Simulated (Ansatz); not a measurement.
Ansatz results at the PBE0-D4/def2-TZVP geometry: HOMO energy (PBE0/def2-TZVPP) -7.36 eV; HOMO energy (B3LYP/def2-TZVPP) -7.13 eV; size of the dipole moment (ωB97M-V/def2-TZVPP) 2.48 D.

Each molecule was computed in one conformer, which needn't be the lowest.

(1) Which molecule gave them?
A. `CC1[SiH2]B1O`
B. `NC(=O)[SiH2]Cl`
C. `O[Si]1(Cl)CN1`
D. `FC1=CB1[SiH3]`

Results:

(1) B. The others give `FC1=CB1[SiH3]`: -8.37, -8.16, 1.23; `O[Si]1(Cl)CN1`: -7.10, -6.85, 0.88; `CC1[SiH2]B1O`: -6.37, -6.19, 0.84.

B3LYP here is the variant with VWN-RPA as its local correlation; programs differ in this.
